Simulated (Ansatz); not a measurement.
Isolated molecules relaxed with PBE0-D4/def2-TZVP in Ansatz; ΔE leaves out vibrations. CCSD(T)/CBS adds triple-zeta CCSD(T) − MP2 to the extrapolated MP2 energy (def2 sets, frozen cores). This one scheme is used for every species. Functionals use def2-TZVPP. HSE06 is defined as in plane-wave codes.

Consider the silylene loss: `[F][Al]([F])[SiH3]` → `[F][AlH][F]` + `[SiH2]`.

(1) Is it downhill or uphill in electronic energy at CCSD(T)/CBS, and by how much? (Best estimate.)

(2) What do these levels give: PBE-QIDH, r2SCAN0, HSE06, CCSD/def2-SVP, MP2/def2-TZVPP, CCSD/def2-TZVPP? (Best estimate.)

Largest T1 diagnostic among the species: 0.014.

Results:

(1) The calculation gave: Uphill: ΔE = +245.1 kJ/mol.

(2) Ansatz gave: PBE-QIDH 263.9, r2SCAN0 267.7, HSE06 261.6, CCSD/def2-SVP 228.3, MP2/def2-TZVPP 250.4, CCSD/def2-TZVPP 234.4 kJ/mol.

The D4 term adds +8.4 kJ/mol with B3LYP and +4.6 kJ/mol with PBE0; it sums over pairs of atoms, weighted by their polarisabilities, and B3LYP, whose exchange is more repulsive, gets the larger term. At CCSD(T), def2-SVP lies −13.4 kJ/mol from the extrapolated value and def2-TZVPP −6.1 kJ/mol. From PBE to PBE0 (25 % exact exchange), in def2-TZVPP and without D4, ΔE moves by +5.2 kJ/mol.

B3LYP here is the variant with VWN-RPA as its local correlation; programs differ in this.
